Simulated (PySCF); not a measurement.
CH$_{6}$AlFSi (SMILES [CH3][Al]([F])[SiH3]), singlet, at a GFN2-xTB geometry (such geometries of metal compounds can be far from the true shape), atoms displaced at random by about 0.03 Å a coordinate; PySCF with PBE/STO-3G, gradient by finite differences.

The PySCF input:
```python
from pyscf import gto, scf, dft

mol = gto.Mole()
mol.atom = '''
    Al    0.26825464   -0.31487382    0.28833458
    F     1.78689311   -0.78737061   -0.34364331
    C    -0.10322733   -1.08803709    2.08688841
    H    -0.05594668   -2.23000828    1.97456656
    H    -1.06952684   -0.87406570    2.49578345
    H     0.62396917   -0.84086578    2.79328754
    Si   -1.04176392    1.21047342   -1.16203583
    H    -2.35928938    1.41844237   -0.58542890
    H    -1.24257943    0.74847451   -2.47972944
    H    -0.39843210    2.56358581   -1.23583497
'''
mol.basis = 'sto-3g'
mol.verbose = 4
mol.build()

mf = dft.RKS(mol)
mf.xc = 'pbe'
mf.conv_tol = 1e-11
mf.kernel()
scan, done = mf.as_scanner(), []
scan.scf_summary = {}
def energy(d):
    c = mol.atom_coords()
    c[6, 2] += d
    e = scan(mol.set_geom_(c, unit='Bohr', inplace=False))
    done.append(scan.converged)
    return e
h = 0.05
fd = (energy(h) - energy(-h)) / (2 * h)
print('dE/dx =', fd)
```

Problem. Predict the main parts of the log of this PySCF run.

Solution. 
```
PySCF version 2.14.0

[INPUT] verbose = 4
[INPUT] num. atoms = 10
[INPUT] num. electrons = 48
[INPUT] charge = 0
[INPUT] spin (= nelec alpha-beta = 2S) = 0
[INPUT] symmetry False subgroup None
[INPUT] Mole.unit = angstrom
[INPUT] Symbol           X                Y                Z      unit          X                Y                Z       unit  Magmom
[...]
nuclear repulsion = 189.634446268027
number of shells = 22
number of NR pGTOs = 102
number of NR cGTOs = 34
basis = sto-3g
ecp = {}

******** <class 'pyscf.dft.rks.RKS'> ********
method = RKS
initial guess = minao
damping factor = 0
level_shift factor = 0
DIIS = <class 'pyscf.scf.diis.CDIIS'>
diis_start_cycle = 1
diis_space = 8
diis_damp = 0
SCF conv_tol = 1e-11
SCF conv_tol_grad = None
SCF max_cycles = 50
direct_scf = True
direct_scf_tol = 1e-13
XC library pyscf.dft.libxc version 7.1.2
    S. Lehtola, C. Steigemann, M. J. T. Oliveira, and M. A. L. Marques,  SoftwareX 7, 1–5 (2018)
XC functionals = pbe
    J. P. Perdew, K. Burke, and M. Ernzerhof,  Phys. Rev. Lett. 77, 3865 (1996)
    J. P. Perdew, K. Burke, and M. Ernzerhof,  Phys. Rev. Lett. 78, 1396 (1997)
    J. P. Perdew, K. Burke, and M. Ernzerhof,  Phys. Rev. Lett. 77, 3865 (1996)
    J. P. Perdew, K. Burke, and M. Ernzerhof,  Phys. Rev. Lett. 78, 1396 (1997)
radial grids:
    Treutler-Ahlrichs [JCP 102, 346 (1995); DOI:10.1063/1.469408] (M4) radial grids

becke partition: Becke, JCP 88, 2547 (1988); DOI:10.1063/1.454033
pruning grids: <function nwchem_prune>
grids dens level: 3
symmetrized grids: False
atomic radii adjust function: <function treutler_atomic_radii_adjust>
small_rho_cutoff = 0
Set gradient conv threshold to 3.16228e-06
Initial guess from minao.
tot grids = 125592
init E= -664.35679055169
[...]
cycle= 1 E= -664.709946479815  delta_E= -0.353  |g|= 0.554  |ddm|= 3.44
[...]
cycle= 2 E= -661.636140883028  delta_E= 3.07  |g|= 3.49  |ddm|= 4.47
[...]
cycle= 3 E= -664.791141816572  delta_E= -3.16  |g|= 0.418  |ddm|= 3.54
[...]
cycle= 4 E= -664.839532529267  delta_E= -0.0484  |g|= 0.161  |ddm|= 0.593
[...]
cycle= 5 E= -664.848678373663  delta_E= -0.00915  |g|= 0.0329  |ddm|= 0.196
[...]
cycle= 6 E= -664.849090266789  delta_E= -0.000412  |g|= 0.00797  |ddm|= 0.0598
[...]
cycle= 7 E= -664.849119357198  delta_E= -2.91e-05  |g|= 0.000508  |ddm|= 0.0176
[...]
cycle= 8 E= -664.849119461916  delta_E= -1.05e-07  |g|= 0.00016  |ddm|= 0.0011
[...]
cycle= 9 E= -664.849119473799  delta_E= -1.19e-08  |g|= 8.74e-06  |ddm|= 0.000312
[...]
cycle= 10 E= -664.849119473831  delta_E= -3.25e-11  |g|= 3.18e-06  |ddm|= 1.61e-05
[...]
cycle= 11 E= -664.849119473834  delta_E= -3.18e-12  |g|= 2.88e-07  |ddm|= 5.27e-06
[...]
Extra cycle  E= -664.849119473833  delta_E= 1.36e-12  |g|= 5.5e-07  |ddm|= 1.38e-06
converged SCF energy = -664.849119473833
Create scanner for <class 'pyscf.dft.rks.RKS'>

WARN: Mole.unit (angstrom) is changed to Bohr

New geometry
   1 Al     0.268254640000  -0.314873820000   0.288334580000 AA    0.506927801244  -0.595025283596   0.544873388441 Bohr
   2 F      1.786893110000  -0.787370610000  -0.343643310000 AA    3.376738591772  -1.487914811432  -0.649391740439 Bohr
   3 C     -0.103227330000  -1.088037090000   2.086888410000 AA   -0.195071382270  -2.056092113469   3.943647547429 Bohr
   4 H     -0.055946680000  -2.230008280000   1.974566560000 AA   -0.105723902779  -4.214104904712   3.731390013125 Bohr
   5 H     -1.069526840000  -0.874065700000   2.495783450000 AA   -2.021112810472  -1.651744787876   4.716347186722 Bohr
   6 H      0.623969170000  -0.840865780000   2.793287540000 AA    1.179130841472  -1.589006031719   5.278548437760 Bohr
   7 Si    -1.041763920000   1.210473420000  -1.135576969454 AA   -1.968648495253   2.287463244866  -2.145929465632 Bohr
   8 H     -2.359289380000   1.418442370000  -0.585428900000 AA   -4.458410776795   2.680467602779  -1.106300286405 Bohr
   9 H     -1.242579430000   0.748474510000  -2.479729440000 AA   -2.348134810718   1.414411835118  -4.686009504621 Bohr
  10 H     -0.398432100000   2.563585810000  -1.235834970000 AA   -0.752927548235   4.844475077721  -2.335389628460 Bohr

******** <class 'pyscf.scf.hf.RKS_Scanner'> ********
method = RKS_Scanner
initial guess = minao
damping factor = 0
level_shift factor = 0
DIIS = <class 'pyscf.scf.diis.CDIIS'>
diis_start_cycle = 1
diis_space = 8
diis_damp = 0
SCF conv_tol = 1e-11
SCF conv_tol_grad = None
SCF max_cycles = 50
direct_scf = True
direct_scf_tol = 1e-13
XC library pyscf.dft.libxc version 7.1.2
    S. Lehtola, C. Steigemann, M. J. T. Oliveira, and M. A. L. Marques,  SoftwareX 7, 1–5 (2018)
XC functionals = pbe
    J. P. Perdew, K. Burke, and M. Ernzerhof,  Phys. Rev. Lett. 77, 3865 (1996)
    J. P. Perdew, K. Burke, and M. Ernzerhof,  Phys. Rev. Lett. 78, 1396 (1997)
    J. P. Perdew, K. Burke, and M. Ernzerhof,  Phys. Rev. Lett. 77, 3865 (1996)
    J. P. Perdew, K. Burke, and M. Ernzerhof,  Phys. Rev. Lett. 78, 1396 (1997)
radial grids:
    Treutler-Ahlrichs [JCP 102, 346 (1995); DOI:10.1063/1.469408] (M4) radial grids

becke partition: Becke, JCP 88, 2547 (1988); DOI:10.1063/1.454033
pruning grids: <function nwchem_prune>
grids dens level: 3
symmetrized grids: False
atomic radii adjust function: <function treutler_atomic_radii_adjust>
small_rho_cutoff = 0
Set gradient conv threshold to 3.16228e-06
tot grids = 125592
init E= -664.850432872333
[...]
cycle= 1 E= -664.851183376421  delta_E= -0.000751  |g|= 0.00873  |ddm|= 0.0361
[...]
cycle= 2 E= -664.851196713254  delta_E= -1.33e-05  |g|= 0.00794  |ddm|= 0.0362
[...]
cycle= 3 E= -664.851219762967  delta_E= -2.3e-05  |g|= 0.00387  |ddm|= 0.0186
[...]
cycle= 4 E= -664.851225947307  delta_E= -6.18e-06  |g|= 0.000335  |ddm|= 0.00675
[...]
cycle= 5 E= -664.851225991612  delta_E= -4.43e-08  |g|= 8.95e-05  |ddm|= 0.000721
[...]
cycle= 6 E= -664.851225994571  delta_E= -2.96e-09  |g|= 1.4e-05  |ddm|= 0.000152
[...]
cycle= 7 E= -664.85122599464  delta_E= -6.84e-11  |g|= 3.97e-06  |ddm|= 3.15e-05
[...]
cycle= 8 E= -664.851225994648  delta_E= -7.96e-12  |g|= 5.58e-07  |ddm|= 8.35e-06
[...]
Extra cycle  E= -664.851225994647  delta_E= 3.41e-13  |g|= 6.08e-07  |ddm|= 2.32e-06
converged SCF energy = -664.851225994647

WARN: Mole.unit (angstrom) is changed to Bohr

New geometry
   1 Al     0.268254640000  -0.314873820000   0.288334580000 AA    0.506927801244  -0.595025283596   0.544873388441 Bohr
   2 F      1.786893110000  -0.787370610000  -0.343643310000 AA    3.376738591772  -1.487914811432  -0.649391740439 Bohr
   3 C     -0.103227330000  -1.088037090000   2.086888410000 AA   -0.195071382270  -2.056092113469   3.943647547429 Bohr
   4 H     -0.055946680000  -2.230008280000   1.974566560000 AA   -0.105723902779  -4.214104904712   3.731390013125 Bohr
   5 H     -1.069526840000  -0.874065700000   2.495783450000 AA   -2.021112810472  -1.651744787876   4.716347186722 Bohr
   6 H      0.623969170000  -0.840865780000   2.793287540000 AA    1.179130841472  -1.589006031719   5.278548437760 Bohr
   7 Si    -1.041763920000   1.210473420000  -1.188494690546 AA   -1.968648495253   2.287463244866  -2.245929465632 Bohr
   8 H     -2.359289380000   1.418442370000  -0.585428900000 AA   -4.458410776795   2.680467602779  -1.106300286405 Bohr
   9 H     -1.242579430000   0.748474510000  -2.479729440000 AA   -2.348134810718   1.414411835118  -4.686009504621 Bohr
  10 H     -0.398432100000   2.563585810000  -1.235834970000 AA   -0.752927548235   4.844475077721  -2.335389628460 Bohr

******** <class 'pyscf.scf.hf.RKS_Scanner'> ********
method = RKS_Scanner
initial guess = minao
damping factor = 0
level_shift factor = 0
DIIS = <class 'pyscf.scf.diis.CDIIS'>
diis_start_cycle = 1
diis_space = 8
diis_damp = 0
SCF conv_tol = 1e-11
SCF conv_tol_grad = None
SCF max_cycles = 50
direct_scf = True
direct_scf_tol = 1e-13
XC library pyscf.dft.libxc version 7.1.2
    S. Lehtola, C. Steigemann, M. J. T. Oliveira, and M. A. L. Marques,  SoftwareX 7, 1–5 (2018)
XC functionals = pbe
    J. P. Perdew, K. Burke, and M. Ernzerhof,  Phys. Rev. Lett. 77, 3865 (1996)
    J. P. Perdew, K. Burke, and M. Ernzerhof,  Phys. Rev. Lett. 78, 1396 (1997)
    J. P. Perdew, K. Burke, and M. Ernzerhof,  Phys. Rev. Lett. 77, 3865 (1996)
    J. P. Perdew, K. Burke, and M. Ernzerhof,  Phys. Rev. Lett. 78, 1396 (1997)
radial grids:
    Treutler-Ahlrichs [JCP 102, 346 (1995); DOI:10.1063/1.469408] (M4) radial grids

becke partition: Becke, JCP 88, 2547 (1988); DOI:10.1063/1.454033
pruning grids: <function nwchem_prune>
grids dens level: 3
symmetrized grids: False
atomic radii adjust function: <function treutler_atomic_radii_adjust>
small_rho_cutoff = 0
Set gradient conv threshold to 3.16228e-06
tot grids = 125592
init E= -664.848811545226
[...]
cycle= 1 E= -664.84583006787  delta_E= 0.00298  |g|= 0.0176  |ddm|= 0.0719
[...]
cycle= 2 E= -664.845880316626  delta_E= -5.02e-05  |g|= 0.0161  |ddm|= 0.0733
[...]
cycle= 3 E= -664.845976001269  delta_E= -9.57e-05  |g|= 0.00773  |ddm|= 0.0381
[...]
cycle= 4 E= -664.84600009533  delta_E= -2.41e-05  |g|= 0.000983  |ddm|= 0.0136
[...]
cycle= 5 E= -664.846000504305  delta_E= -4.09e-07  |g|= 0.000146  |ddm|= 0.00209
[...]
cycle= 6 E= -664.846000513638  delta_E= -9.33e-09  |g|= 1.17e-05  |ddm|= 0.000295
[...]
cycle= 7 E= -664.846000513699  delta_E= -6.14e-11  |g|= 3.18e-06  |ddm|= 2.73e-05
[...]
cycle= 8 E= -664.846000513704  delta_E= -4.77e-12  |g|= 1.17e-06  |ddm|= 7e-06
[...]
Extra cycle  E= -664.846000513705  delta_E= -1.02e-12  |g|= 1.67e-06  |ddm|= 4.57e-06
converged SCF energy = -664.846000513705
dE/dx = -0.05225480942272043
```
